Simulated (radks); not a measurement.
Effect of the nuclear size on neutral rubidium, [Kr] 5s1. All-electron calculation, Dirac Kohn-Sham, PBE, spin-unpolarised, spherical densities, finite nucleus; Fermi nuclear charge, rms radius 4.2036 fm. Program: a radial shooting solver on a logarithmic mesh with Libxc functionals. The rms radius is varied about that value; shifts are against it.

rms radius (fm)	total energy shift (eV)	density at nucleus (e/bohr^3)	1s1/2 shift (meV)	2s1/2 shift (meV)	3p1/2 shift (meV)	4s1/2 shift (meV)
3.6529	-0.177	5.56e+04	-75.0	-7.67	0.123	-0.141
3.9136	-0.0960	5.528e+04	-40.7	-4.16	0.067	-0.077
4.2036	0	5.494e+04	0.000	0.000	0.000	0.000
4.5525	0.124	5.458e+04	52.5	5.37	-0.086	0.099
4.8047	0.219	5.433e+04	92.8	9.49	-0.153	0.175

Slopes of the eigenvalues against <r^2> in GHz/fm^2, as finite differences over the two radii next to the reference (eigenvalue slopes, not the field-shift constants of lines): 1s1/2 4160, 2s1/2 426, 3p1/2 -6.86, 4s1/2 7.84.
